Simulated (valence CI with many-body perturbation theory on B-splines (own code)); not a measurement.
Level structure of Tb⁵⁸⁺

Computed by relativistic CI+MBPT: five valence electrons over a frozen Dirac-Fock core [He], radial functions for each j: 11 s, 11 p, 10 d, 8 f, 5 g, 2 h, with the one-electron correlation potential Σ1 (screened to all orders), the two-electron term Σ2, the three-electron term Σ3, Breit, model QED; selected single and double excitations, second order for the rest, scaled by the run's own slope (own B-spline code, finite nucleus).

No measured spectrum was set against this ion. As an estimate, large intervals hold to a few tenths of a per cent, small ones and those within an open d or f shell to about a per cent. Among the levels kept, up to 7300 cm⁻¹ of a level comes from second order outside the variational space, and about a tenth of that is noise between levels of different J, which matters for small intervals.

Levels 91 to 135 of 200, with energies above the lowest level, (2s^2 2p1/2^2 2p3/2) J=3/2. "Leading %" is the weight of the configuration and term that name the level; weights of strongly mixed levels are sums over their largest components and can fall short. In the jj column 3d3/2^4 stands for four electrons in 3d with j = 3/2.

```csv
No.,Configuration,Term,J,E (Ry),Leading %,Second component,Leading jj
91,2s.2p3.3p,6P,3/2,633.05,40,20 % 2s.2p3.3p 4D,2s 2p1/2 2p3/2^2 3p1/2 (99 %)
92,2s.2p3.3s,4P°,1/2,633.75,83,15 % 2s.2p3.3s 2P°,2s 2p1/2 2p3/2^2 3s (99 %)
93,2s.2p3.3p,4F,5/2,633.89,29,23 % 2s.2p3.3p 4P,2s 2p1/2 2p3/2^2 3p1/2 (99 %)
94,2s.2p3.3s,2S°,1/2,634.51,32,23 % 2s.2p3.3s 4D°,2s 2p1/2 2p3/2^2 3s (56 %)
95,2s.2p3.3s,4S°,3/2,635.22,37,28 % 2s.2p3.3s 2D°,2s 2p1/2 2p3/2^2 3s (95 %)
96,2s2.2p2.3p,2D°,5/2,635.29,36,27 % 2s2.2p2.3p 4P°,2s^2 2p3/2^2 3p3/2 (69 %)
97,2s.2p3.3s,4P°,3/2,635.63,36,23 % 2s.2p3.3s 2P°,2s 2p1/2 2p3/2^2 3s (91 %)
98,2s2.2p2.3p,4D°,7/2,635.79,62,34 % 2s2.2p2.3p 2F°,2s^2 2p3/2^2 3p3/2 (96 %)
99,2s.2p3.3s,2D°,3/2,635.94,56,17 % 2s.2p3.3s 4D°,2s 2p1/2 2p3/2^2 3s (98 %)
100,2s.2p3.3p,2F,7/2,636.21,42,34 % 2s.2p3.3p 4F,2s 2p1/2 2p3/2^2 3p1/2 (99 %)
101,2s.2p3.3s,2S°,1/2,636.47,21,20 % 2s2.2p2.3p 2S°,2s^2 2p3/2^2 3p3/2 (55 %)
102,2s.2p3.3s,2D°,5/2,636.72,52,10 % 2s.2p3.3s 4D°,2s 2p1/2 2p3/2^2 3s (72 %)
103,2s.2p3.3s,2P°,1/2,637.52,91,5 % 2s.2p3.3s 4P°,2s 2p1/2 2p3/2^2 3s (98 %)
104,2s.2p3.3p,4P,5/2,638.39,52,25 % 2s.2p3.3p 2D,2s 2p1/2 2p3/2^2 3p1/2 (99 %)
105,2s2.2p2.3p,2P°,3/2,639.08,56,13 % 2s2.2p2.3p 2D°,2s^2 2p3/2^2 3p3/2 (90 %)
106,2s.2p3.3p,4D,1/2,640.13,70,22 % 2s.2p3.3p 2P,2s 2p1/2 2p3/2^2 3p1/2 (100 %)
107,2s2.2p2.3p,2P°,3/2,640.62,57,14 % 2s2.2p2.3p 2D°,2s^2 2p3/2^2 3p3/2 (94 %)
108,2s.2p3.3p,4P,1/2,641.09,49,23 % 2s.2p3.3p 2P,2s 2p1/2 2p3/2^2 3p1/2 (93 %)
109,2s.2p3.3p,4F,3/2,641.29,24,24 % 2s.2p3.3p 2P,2s 2p1/2 2p3/2^2 3p1/2 (90 %)
110,2s.2p3.3p,2F,5/2,641.90,54,16 % 2s.2p3.3p 2D,2s 2p1/2 2p3/2^2 3p1/2 (89 %)
111,2s.2p3.3p,2D,3/2,642.15,35,34 % 2s.2p3.3p 4D,2s 2p1/2 2p3/2^2 3p1/2 (97 %)
112,2s2.2p2.3d,2D,3/2,643.27,26,23 % 2s2.2p2.3d 4P,2s^2 2p3/2^2 3d3/2 (89 %)
113,2s2.2p2.3d,2F,5/2,643.42,25,25 % 2s2.2p2.3d 4D,2s^2 2p3/2^2 3d3/2 (85 %)
114,2s2.2p2.3d,2F,7/2,643.43,38,29 % 2s2.2p2.3d 2G,2s^2 2p3/2^2 3d3/2 (98 %)
115,2s2.2p2.3d,4P,1/2,643.61,41,26 % 2s2.2p2.3d 2P,2s^2 2p3/2^2 3d3/2 (89 %)
116,2s.2p3.3p,2P,3/2,644.75,40,24 % 2s.2p3.3p 2D,2s 2p1/2 2p3/2^2 3p1/2 (98 %)
117,2s.2p3.3p,4P,1/2,644.82,41,33 % 2s.2p3.3p 2S,2s 2p1/2 2p3/2^2 3p1/2 (98 %)
118,2s2.2p2.3d,2F,7/2,646.31,51,37 % 2s2.2p2.3d 4D,2s^2 2p3/2^2 3d5/2 (98 %)
119,2s2.2p2.3d,4F,9/2,646.38,63,36 % 2s2.2p2.3d 2G,2s^2 2p3/2^2 3d5/2 (98 %)
120,2s2.2p2.3d,2D,3/2,647.10,56,12 % 2s2.2p2.3d 2P,2s^2 2p3/2^2 3d3/2 (83 %)
121,2s2.2p2.3d,2P,1/2,647.37,53,28 % 2s2.2p2.3d 2S,2s^2 2p3/2^2 3d5/2 (95 %)
122,2s2.2p2.3d,2D,5/2,648.93,55,10 % 2s2.2p2.3d 4P,2s^2 2p3/2^2 3d5/2 (92 %)
123,2s2.2p2.3d,2D,3/2,649.22,47,33 % 2s2.2p2.3d 2P,2s^2 2p3/2^2 3d5/2 (84 %)
124,2s.2p3.3p,6P,7/2,649.71,49,30 % 2s.2p3.3p 4F,2s 2p1/2 2p3/2^2 3p3/2 (99 %)
125,2s.2p3.3p,4P,5/2,649.88,32,23 % 2s.2p3.3p 4D,2s 2p1/2 2p3/2^2 3p3/2 (92 %)
126,2s.2p3.3p,4P,1/2,650.52,62,25 % 2s.2p3.3p 2P,2s 2p1/2 2p3/2^2 3p3/2 (99 %)
127,2s2.2p2.3d,2D,5/2,651.23,65,12 % 2s2.2p2.3d 2F,2s^2 2p3/2^2 3d5/2 (97 %)
128,2s.2p3.3p,4P,3/2,652.33,47,23 % 2s.2p3.3p 2D,2s 2p1/2 2p3/2^2 3p3/2 (98 %)
129,2s.2p3.3p,4F,9/2,652.79,99,,2s 2p1/2 2p3/2^2 3p3/2 (99 %)
130,2s.2p3.3p,4D,7/2,652.91,64,35 % 2s.2p3.3p 2F,2s 2p1/2 2p3/2^2 3p3/2 (99 %)
131,2s.2p3.3p,2P,3/2,653.09,52,13 % 2s.2p3.3p 4P,2s 2p1/2 2p3/2^2 3p3/2 (80 %)
132,2s.2p3.3p,2D,5/2,654.33,30,29 % 2p4.3s 4P,2s 2p1/2 2p3/2^2 3p3/2 (56 %)
133,2p4.3s,4P,5/2,656.05,25,21 % 2s.2p3.3p 2D,2s 2p1/2 2p3/2^2 3p3/2 (65 %)
134,2s.2p3.3d,6D°,3/2,656.32,42,21 % 2s.2p3.3d 4D°,2s 2p1/2 2p3/2^2 3d3/2 (99 %)
135,2s.2p3.3d,6D°,1/2,656.43,47,18 % 2s.2p3.3d 4D°,2s 2p1/2 2p3/2^2 3d3/2 (99 %)
```
